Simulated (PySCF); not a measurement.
An unknown shows these calculated signals:

$^{1}$H NMR (400 MHz, computed): δ 8.47 (m, 1H), 8.44 (d, 1H), 8.06 (m, 1H), 7.74 (d, 1H), 7.47 (m, 1H), 6.40 (br, 1H), 5.71 (m, 1H), 5.70 (m, 1H), 2.32 (s, 3H).

$^{13}$C{$^{1}$H} NMR (computed): δ 166.4 (C), 164.0 (CH), 158.5 (C), 155.9 (CH), 154.8 (CH), 144.5 (CH), 142.0 (CH), 125.9 (CH2), 24.8 (CH3).

- geometry from PBE0-D3(BJ)/def2-SVP
- shielding tensors at PBE0/pcSseg-1 (GIAO)
- program: PySCF 2.14.0 with density-fitted response routines
- one conformer, isolated molecule, equivalent nuclei averaged, no relativistic terms

References, each an isolated molecule treated in the same way: $^{1}$H, $^{13}$C vs TMS.

Q: Which of these does the molecule contain: a non-aromatic C=C double bond, a vinyl group CH=CH2, a carboxylic acid, a methoxy group?

A: 
- A non-aromatic C=C double bond: yes.
- A vinyl group CH=CH2: no.
- A carboxylic acid: no.
- A methoxy group: no.

The data belong to `InChI=1S/C9H11B/c1-8(2)9-5-3-4-6-10-7-9/h3-7,10H,1H2,2H3`; they needn't prove each group on their own.

Carbon signals by region: 2 in the far downfield region (above 160 ppm), 6 in the sp2 and nitrile region (100–160 ppm), 1 below 50 ppm. Above 160 ppm: 166.4, fully substituted alkene carbon, 164.0, alkene CH.

Hydrogens on boron are broadened and split by $^{11}$B (spin 3/2, 80 %) and 10B (spin 3). A carbon bonded to boron is broadened by the quadrupolar boron nucleus and is often missing from a measured spectrum. Shifts are as computed. Against solution values, carbons near 30 ppm lie about +2 ppm off and those near 130 ppm about +5 ppm. Of 1211 compounds with measured shifts, 218 miss one by over three times the rms of a fit or turn the order of signals round; such compounds aren't used in these exercises. No couplings were computed; multiplicities are counted from neighbouring protons, with m where these are inequivalent, close in shift, in a saturated or five-membered ring or joined by F or P, and br s for small geminal =CH2 splittings.
